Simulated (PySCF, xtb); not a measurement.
C₄H₆ClF, SMILES CC/C(Cl)=C\F. One conformer was computed; it need not be the lowest.

Harmonic wavenumbers (cm⁻¹) from GFN2-xTB run with xtb at its own minimum, in rising order: 55, 190, 198, 232, 268, 333, 436, 540, 718, 777, 834, 948, 1058, 1085, 1112, 1127, 1237, 1250, 1315, 1408, 1457, 1493, 1497, 1704, 2975, 2997, 3045, 3048, 3050, 3099.

Task: What does r2SCAN-D4/def2-SVP (PySCF) give at its own minimum? (The exact figures need the calculation; the answer reports its results.)

Result: 74, 208, 213, 256, 293, 357, 467, 562, 722, 801, 826, 939, 1052, 1083, 1123, 1176, 1280, 1304, 1362, 1383, 1442, 1466, 1479, 1732, 3035, 3042, 3107, 3143, 3147, 3221. Paired by order, the mean absolute difference is 34 cm⁻¹ and the zero-point energies are 56.4 and 57.6 kcal/mol.
